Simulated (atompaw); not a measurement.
N (Z = 7): one change to a PAW (atompaw) potential, before and after

- Element: nitrogen
- Generator: atompaw 4.2.0.5
- Type: PAW
- Functional: LDA (PW92)
- Relativity: scalar-relativistic
- Frozen core: [He]
- Valence charge: 5
- Reference configuration: 2s2 2p3
- Partial waves: 2s (bound); 2s channel at 0.15 Ry; 2p (bound); 2p channel at 0.5 Ry
- Local potential: troulliermartins scheme with l = 2 at 0 Ry, radius 1.30 bohr
- Core correction: smooth core density matched at 1.70 bohr
- Augmentation charge: sinc compensation charge, radius 1.70 bohr; PAW radius 1.95 bohr; waves and projectors: bloechl

All-electron outer shells of the reference configuration (LDA (PW92), scalar-relativistic, ld1.x):

| shell | level (eV) | outermost node (bohr) | outermost maximum (bohr) |
| --- | --- | --- | --- |
| 1s | -381.51 | – | 0.15 |
| 2s | -18.42 | 0.32 | 1.02 |
| 2p | -7.24 | – | 0.97 |

Change: local potential bessel scheme, radius 1.30 bohr.

Cutoffs: the cutoffs (Ry, on a coarse ladder) from which the occupation-weighted sum of valence levels, in a spherical-Bessel basis at the reference potential, stays within 10 and 1 mRy of its value at 400 Ry; they do not see the model core or the augmentation charge, which bear on the density cutoff.

Task: What does the change do?

Result: The potential gets softer (45 Ry and 80 Ry → 25 Ry and 35 Ry); the range in which the s phases agree widens (upper end 3.5 → at the end of the scan); the range in which the p phases agree narrows (upper end at the end of the scan → 3.8); neither file shows a bound ghost.

| quantity | base | changed |
| --- | --- | --- |
| cutoff, loose | 45 Ry | 25 Ry |
| cutoff, tight | 80 Ry | 35 Ry |
| loose cutoff by channel (10 mRy a level) | s 30 Ry, p 35 Ry | s 12 Ry, p 21 Ry |
| bound ghosts | none | none |
| s: phases at 1.95 bohr within 0.05 rad from the reference energy up to (Ry; the scan ends near 5) | 3.5 | to the end of the scan |
| p: phases at 1.95 bohr within 0.05 rad from the reference energy up to (Ry; the scan ends near 5) | to the end of the scan | 3.8 |
| lowest overlap eigenvalue by channel | s 0.51, p 1.00 | s 0.65, p 1.00 |

 The cutoffs see the waves, projectors and local potential, not the compensation charge or the core.
